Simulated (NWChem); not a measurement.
System: C2H6GeO; SMILES C[C](=O)[GeH3]

Here is an NWChem input.

```
start job
memory heap 200 mb stack 900 mb global 1100 mb
geometry units angstroms noautosym nocenter noautoz
  C     -1.109496     1.830826     0.180264
  C      0.060525     0.993012    -0.257734
  O      1.061091     1.464618    -0.735802
  Ge    -0.012017    -1.011347    -0.051644
  H     -1.312086     1.660987     1.250551
  H     -2.016895     1.520335    -0.363472
  H     -0.904328     2.895270    -0.002155
  H      0.164062    -1.629070    -1.447217
  H      1.165449    -1.429948     0.841990
  H     -1.335301    -1.501577     0.570008
end
basis spherical
  * library pcsseg-1
end
dft
  xc slater vwn_5
  iterations 150
end
property
  shielding 8 1 2 3 4 5 7 8 10
end
task dft property
```

Output (shortened):

```
             Northwest Computational Chemistry Package (NWChem) 7.3.0
             --------------------------------------------------------

                             Geometry "geometry" -> ""
                             -------------------------

 Output coordinates in angstroms (scale by  1.889725989 to convert to a.u.)

  No.       Tag          Charge          X              Y              Z
 ---- ---------------- ---------- -------------- -------------- --------------
    1 C                    6.0000    -1.10949600     1.83082600     0.18026400
    2 C                    6.0000     0.06052500     0.99301200    -0.25773400
    3 O                    8.0000     1.06109100     1.46461800    -0.73580200
    4 Ge                  32.0000    -0.01201700    -1.01134700    -0.05164400
    5 H                    1.0000    -1.31208600     1.66098700     1.25055100
    6 H                    1.0000    -2.01689500     1.52033500    -0.36347200
    7 H                    1.0000    -0.90432800     2.89527000    -0.00215500
    8 H                    1.0000     0.16406200    -1.62907000    -1.44721700
    9 H                    1.0000     1.16544900    -1.42994800     0.84199000
   10 H                    1.0000    -1.33530100    -1.50157700     0.57000800

 Effective nuclear repulsion energy (a.u.)     253.9650306207

                              NWChem Property Module
                              ----------------------

  itol2e modified to match energy
  convergence criterion.

                                 NWChem DFT Module
                                 -----------------

 Summary of "ao basis" -> "ao basis" (spherical)
 ------------------------------------------------------------------------------
       Tag                 Description            Shells   Functions and Types
 ---------------- ------------------------------  ------  ---------------------
 C                          pcsseg-1                 7       17   3s3p1d
 O                          pcsseg-1                 7       17   3s3p1d
 Ge                         pcsseg-1                15       41   5s7p3d
 H                          pcsseg-1                 3        5   2s1p

  itol2e modified to match energy
  convergence criterion.

[...]

          -----------------------------------------
          Chemical Shielding Tensors (GIAO, in ppm)
          -----------------------------------------

                                NWChem CPHF Module
                                ------------------

  scftype          =     RHF
  nclosed          =       29
  nopen            =        0
  variables        =     2697
  # of vectors     =        3
  tolerance        = 0.10D-03
  level shift      = 0.00D+00
  max iterations   =       50
  max subspace     =       30

 SCF residual:    4.4345454738522340E-005

Iterative solution of linear equations
  No. of variables     2697
  No. of equations        3
  Maximum subspace       30
        Iterations       50
       Convergence  1.0D-04

   iter   nsub   residual    time
   ----  ------  --------  ---------
     1      3    4.62D-05      46.8

      Atom:    1  C
        Diamagnetic
    256.3988     -6.6003     -3.8857
     -6.6003    252.8890      2.2988
     -3.8857      2.2988    247.6810

        Paramagnetic
   -123.9665    -34.4895      1.0735
    -34.4895   -100.4473     12.6290
      1.0735     12.6290   -129.9626

        Total Shielding Tensor
    132.4322    -41.0898     -2.8123
    -41.0898    152.4417     14.9278
     -2.8123     14.9278    117.7184

           isotropic =     134.1974
          anisotropy =      79.7380

          Principal Components and Axis System
                 1           2           3
              187.3561    117.7917     97.4445

      1        -0.5942      0.3990      0.6983
      2         0.7812      0.0797      0.6192
      3         0.1915      0.9135     -0.3591

      Atom:    2  C
        Diamagnetic
    258.2487      0.4288    -10.4601
      0.4288    260.5228     -2.4626
    -10.4601     -2.4626    239.1664

        Paramagnetic
   -362.4183      0.1707     88.4141
      0.1707   -372.5584     18.4394
     88.4141     18.4394   -200.1577

        Total Shielding Tensor
   -104.1696      0.5995     77.9541
      0.5995   -112.0356     15.9768
     77.9541     15.9768     39.0087

           isotropic =     -59.0655
          anisotropy =    -120.9756

          Principal Components and Axis System
                 1           2           3
             -139.7159   -111.9254     74.4448

      1         0.8879     -0.2291      0.3990
      2         0.2154      0.9733      0.0795
      3        -0.4065      0.0153      0.9135

      Atom:    3  O
        Diamagnetic
    414.8871      9.3034     -6.4321
      9.3034    398.9445     -3.7957
     -6.4321     -3.7957    405.1541

        Paramagnetic
  -1357.9142   -218.0961    558.3844
   -218.0961   -973.2768    169.2858
    558.3844    169.2858   -381.4682

        Total Shielding Tensor
   -943.0271   -208.7928    551.9523
   -208.7928   -574.3322    165.4901
    551.9523    165.4901     23.6859

           isotropic =    -497.8912
          anisotropy =   -1184.2823

          Principal Components and Axis System
                 1           2           3
            -1287.4127   -485.4136    279.1528

      1         0.8499     -0.3442      0.3990
      2         0.3419      0.9364      0.0795
      3        -0.4010      0.0688      0.9135

      Atom:    4  Ge
        Diamagnetic
   2754.0353      0.7807     -0.3572
      0.7807   2762.8508     -1.1656
     -0.3572     -1.1656   2753.6300

        Paramagnetic
  -1192.2960     45.3375    -28.0630
     45.3375  -1148.8249    -28.4452
    -28.0630    -28.4452  -1232.9790

[...]
```

Level: LDA (Slater exchange, VWN5)/pcSseg-1, GIAO. Geometry: optimised at PBE0/def2-SVP. The output numbers the shielded atoms by their place in the input's list. The printed shielding anisotropy is the first printed principal value minus the mean of the other two.
